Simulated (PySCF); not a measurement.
CH₅F₂NSi, SMILES N[SiH2]C(F)F.

The structure is a stationary point at PBE-D3(BJ)/def2-SVP. The structure was generated by enumeration, and PubChem lists no compound with its InChIKey, so it may never have been made. One conformer was computed; it need not be the lowest.

These are PBE-D3(BJ)/def2-SVP (PySCF 2.14.0) values and carry that method's errors.

Frequencies are harmonic and unscaled.

Computed normal modes with their intensities:
```tsv
mode	ν (cm⁻¹)	IR (km/mol)	moving atoms (share of kinetic energy)
1	66	3.0	F 34 %, N 27 %, H 25 %, Si 12 %
2	111	2.3	F 33 %, H 29 %, N 25 %, Si 11 %
3	193	16.8	H 62 %, F 25 %
4	263	10.2	H 31 %, F 30 %, Si 24 %, C 12 %
5	311	3.1	F 44 %, H 18 %, N 17 %, Si 16 %
6	428	185.1	H 78 %, N 18 %
7	489	16.8	F 46 %, H 34 %, C 11 %, Si 8 %
8	565	13.1	F 42 %, H 35 %, Si 14 %, C 9 %
9	638	7.8	H 87 %
10	737	19.1	H 41 %, C 34 %, Si 17 %
11	795	32.3	H 69 %, N 17 %, C 10 %
12	843	72.5	H 38 %, N 34 %, Si 26 %
13	893	167.1	H 75 %, Si 14 %, N 10 %
14	930	93.2	H 89 %, Si 9 %
15	1027	168.3	C 59 %, F 35 %
16	1087	68.7	C 52 %, F 35 %, H 12 %
17	1276	24.1	H 68 %, C 29 %
18	1310	6.0	H 89 %, C 8 %
19	1492	34.4	H 90 %, N 10 %
20	2130	139.7	H 97 %
21	2183	101.3	H 97 %
22	2944	43.1	H 92 %
23	3484	24.6	H 96 %
24	3579	28.6	H 91 %, N 9 %
```
